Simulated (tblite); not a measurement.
Compound: C2H4F3NSi.
Atom-mapped SMILES: `[F:1][C:2]([F:3])([F:4])/[CH:5]=[N:6]/[SiH3:7]` (hydrogens: H8 on C5; H9, H10, H11 on Si7)

Method: GFN2-xTB as coded in tblite; computed harmonic values from a numerical Hessian at the method's own geometry, unscaled. Errors from tens to a few hundred cm⁻¹ against measured bands are possible. Modes of hydrogen on silicon can be 10 to 20 % off.

Harmonic wavenumbers (cm⁻¹): 33.7, 107.0, 111.6, 155.7, 233.9, 328.9, 342.0, 468.3, 474.0, 546.0, 600.8, 601.0, 734.8, 774.9, 786.0, 818.8, 839.4, 849.4, 1046.9, 1079.8, 1181.7, 1281.9, 1797.1, 2241.3, 2315.8, 2319.0, 2859.3.

A = 5184, B = 973.0, C = 966.7 MHz; mass 127.007 u (most abundant isotopes); point group Cs, symmetry number 1.

Q: Zero-point energy?

A: ½Σν̃ = 12464 cm⁻¹ = 35.64 kcal/mol.

Q: Entropy at 500 K, 1 bar (ideal gas, RRHO, classical rotation)?

A: Translation 43.03, rotation 30.12, vibration 38.27: S = 111.4 cal/(mol K).

Q: And Cp and H(500 K) − H(0)?

A: Cp = 41.53 cal/(mol K), of which vibrations give 33.58 (their classical limit is 27 R = 53.7); H(500 K) − H(0) = 13.46 kcal/mol without the zero-point energy, 9.48 from vibrations.

Q: Which modes carry the vibrational entropy at 500 K?

A: 33.7 cm⁻¹: 6.62; 107.0 cm⁻¹: 4.34; 111.6 cm⁻¹: 4.25; 155.7 cm⁻¹: 3.60; 233.9 cm⁻¹: 2.81; 328.9 cm⁻¹: 2.17 cal/(mol K); the other 21 give 14.48 together.

Q: Blend soft modes into free rotors: weight 1/[1 + (100 cm⁻¹/ν̃)⁴] for the oscillator and the rest for a rotor with moment μB/(μ + B), μ = h/(8π²ν), B = 10⁻⁴⁴ kg m². What vibrational entropy results?

A: 35.18 cal/(mol K) in place of 38.27, which changes −T·S at 500 K by +1.54 kcal/mol.

Hindered rotation and anharmonicity are outside this model.

The values belong to the conformer `[F:1][C:2]([F:3])([F:4])/[CH:5]=[N:6]/[SiH3:7]`: F1–C2–C5–N6 0°.
